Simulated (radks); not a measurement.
Problem. Ga IX, configuration [Ar] 3d5. All-electron calculation, Dirac Kohn-Sham, BLYP, spin-unpolarised, spherical densities, point nucleus; open shells fill j = l - 1/2 first. Program: a radial shooting solver on a logarithmic mesh with Libxc functionals.

Spin-orbit splittings of the eigenvalues, e(l+1/2) - e(l-1/2), with zeta = 2 splitting/(2l+1) and mean radii in bohr:

shell  occ.  splitting (eV)  zeta (eV)  <r> j=l-1/2  <r> j=l+1/2
2p        6           27.67      18.44       0.1882       0.1917
3p        6               ?          ?       0.6236       0.6317
3d        5          0.6805     0.2722       0.6268       0.6293
4p        0          0.8796     0.5864        1.537        1.550

Estimate the 3p splitting.

Solution. 4.234 eV (zeta = 2.823 eV).
